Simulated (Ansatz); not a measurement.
Al3N3H12⁻, a cluster cut from zinc blende AlN (hydrogen-capped). Charge -1, multiplicity 2. Geometry r2SCAN-D4/def2-SVP, that of the neutral singlet; atoms count from 1.

```xyz
18

Al    0.6634   -1.8597   -0.3588
Al    1.3336    1.4351    0.4213
Al   -1.8844    0.2462    0.6354
N    -1.2100   -1.2790   -0.3977
N    -0.6045    1.6810    0.2491
N     1.6929   -0.2061   -0.5912
H     0.8977   -2.7324   -1.6827
H     0.9749   -2.4417    1.0903
H     2.0245    2.6340   -0.3875
H     1.6680    1.1613    1.9538
H    -3.2753    0.6755   -0.0354
H    -1.7806   -0.1128    2.1832
H    -1.5263   -1.2022   -1.3709
H    -1.7389   -2.0866   -0.0435
H    -0.8229    2.1090   -0.6575
H    -0.8351    2.4259    0.9194
H     1.7673    0.0153   -1.5904
H     2.6556   -0.4626   -0.3369
```

The highest occupied level of the charge -1 doublet lies above zero (up to 1.37 eV). By energy differences it is unbound by 0.29 eV (vertical, to the charge 0 singlet, at PBE0-D4/def2-TZVPD) and held by the finite basis.

Problem. Estimate the Mulliken populations from the PBE0/def2-TZVPD orbitals of Ansatz.

Solution. 
```tsv
atom	charge (e)	spin (α − β)
Al1	-0.72	0.82
Al2	-0.72	0.81
Al3	-0.72	0.81
N4	0.20	-0.63
N5	0.19	-0.60
N6	0.20	-0.62
H7	-0.11	-0.02
H8	-0.15	0.01
H9	-0.11	-0.02
H10	-0.15	0.01
H11	-0.11	-0.02
H12	-0.15	0.01
H13	0.35	-0.02
H14	0.10	0.17
H15	0.36	-0.03
H16	0.11	0.17
H17	0.35	-0.02
H18	0.10	0.17
```
Mulliken values and Mayer orders depend strongly on the basis. With diffuse functions, as here, like atoms can get unlike values, and bond orders can come out too low or too high.

Problem. Where does the spin sit?

Solution. Summed by element: Al 2.43, N -1.85, H 0.42, of 1 unpaired in all. Largest on single atoms: Al1 0.82, Al2 0.81, Al3 0.81.
